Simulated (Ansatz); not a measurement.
`NB(F)[SiH3]` + HCl → `NB(F)Cl` + SiH₄ at 600 K and 1 bar (cleavage of the B–Si bond).

Computed with Ansatz on PBE0-D4/def2-TZVP structures; ΔE is electronic, products minus reactants. CCSD(T)/CBS adds triple-zeta CCSD(T) − MP2 to the extrapolated MP2 energy (def2 sets, frozen cores). This one scheme is used for every species. Each species was taken in one conformer, which may not be the lowest.

```
      species  CCSD(T)/CBS energy (Eh)  H − E (kJ/mol)  S (J/(mol·K))
`NB(F)[SiH3]`               -471.46894           208.2          399.6
          HCl               -460.38127            35.4          207.2
    `NB(F)Cl`               -640.42619           132.1          345.5
         SiH₄               -291.46306           108.7          242.3
```

H − E and S are ideal-gas, rigid-rotor, harmonic terms from PBE0-D4/def2-TZVP, for one conformer and one mirror image of each species. 1 Eh = 2625.50 kJ/mol, R = 8.31446 J/(mol·K).

Task: By hand: ΔE, ΔH, ΔS and ΔG.

Result: ΔE = (-640.42619) + (-291.46306) − (-471.46894) − (-460.38127) = -0.03904 Eh = -102.5 kJ/mol. Δ(H − E) = 132.1 + 108.7 − 208.2 − 35.4 = -2.8, so ΔH = -105.3 kJ/mol. ΔS = 345.5 + 242.3 − 399.6 − 207.2 = -19.0 J/(mol·K). ΔG = -105.3 − 600 × (-19.0)/1000 = -93.9 kJ/mol.

Task: By hand: the equilibrium constant, and the temperature at which ΔG would vanish if ΔH and ΔS stayed fixed.

Result: log₁₀ K = −ΔG/(RT ln 10) = 8.2. ΔG = 0 at ΔH/ΔS = 5542 K, far beyond where these terms or the molecules hold.

ΔH outweighs TΔS. A doubt of 5 kJ/mol in ΔE shifts log₁₀ K by 0.4 here. Other conformers and mirror images would add mixing entropy, several J/(mol·K) or more a flexible species. These are equilibria of isolated gas molecules and say nothing of rates. Largest T1 diagnostic: 0.013 (customary marks: 0.02 for closed shells, 0.045 for open ones).
